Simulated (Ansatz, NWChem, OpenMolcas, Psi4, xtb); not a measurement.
Ligand exchange: AgBr + SiHF → AgF + SiHBr

Species: AgBr (silver bromide), singlet; SiHF `F[SiH]`, singlet; AgF, singlet; SiHBr `[SiH]Br`, singlet. The partners trade Br for F: Ag–Br and Si–F bonds give way to Ag–F and Si–Br.

Shapes, held fixed at every level: PBE0-D4/def2-TZVP. Programs: Ansatz 0.2.0, NWChem 7.3.0, OpenMolcas 26.06, xtb 6.7.1. A level may come from different programs for different species; with the same settings they agree closely. Electronic energies: no zero-point or thermal term.

```csv
level,kind,ΔE (kJ/mol)
GFN1-xTB,semi-empirical,+161.5
HF/STO-3G,Hartree–Fock,+183.8
HF/3-21G,Hartree–Fock,+233.3
HF/def2-SVP,Hartree–Fock,+189.9
PBE0/STO-3G,global hybrid,+119.8
PBE0/def2-SVP,global hybrid,+164.4
```

PBE0/def2-SVP gives ΔE = +164.4 kJ/mol; the levels span +119.8 to +233.3. The median of the levels is +174.1. No measured value is set beside it here. For atoms past krypton def2 sets carry core potentials with scalar relativity. All-electron rows are non-relativistic unless named. Relativity is left out for Br. Rows in sets without polarisation functions are far from converged.
